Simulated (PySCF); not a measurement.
C₂H₆AlFO₂. Atoms are numbered in the order given.

```xyz
12

Al     0.2367     0.2629     0.2715
F      0.7895     1.6150     1.0509
O     -0.9998     0.3713    -0.8599
C     -1.8212     1.3309    -1.4387
H     -1.6286     2.3502    -1.0569
H     -1.6810     1.3524    -2.5338
H     -2.8837     1.0980    -1.2485
O      0.9476    -1.2083     0.6470
C      0.8258    -2.5419     0.2760
H      0.0512    -2.7059    -0.4954
H      1.7829    -2.9207    -0.1238
H      0.5658    -3.1647     1.1500
```

Geometry: PBE0-D3(BJ)/def2-SVP. The structure was generated by enumeration; whether it is a known compound was not checked. Other conformers were not sampled.

Vertical ionisation energy (IE) and electron affinity (EA) in eV. Rows of orbital energies are one-electron estimates. Where ΔSCF, EOM or ADC give a negative EA the extra electron is unbound and the value depends on the basis.

```csv
level,IE,EA
"−ε(HOMO), −ε(LUMO), PBE0/def2-TZVP (PySCF)",…,…
"−ε(HOMO), −ε(LUMO), PBE/def2-TZVP (PySCF)",6.62,1.48
```

### Question
Some entries are withheld; supply them. (An estimate is asked for; the answer gives what the named calculation found.)

### Answer

- −ε(HOMO), −ε(LUMO), PBE0/def2-TZVP (PySCF), IE: 8.16
- −ε(HOMO), −ε(LUMO), PBE0/def2-TZVP (PySCF), EA: 0.58
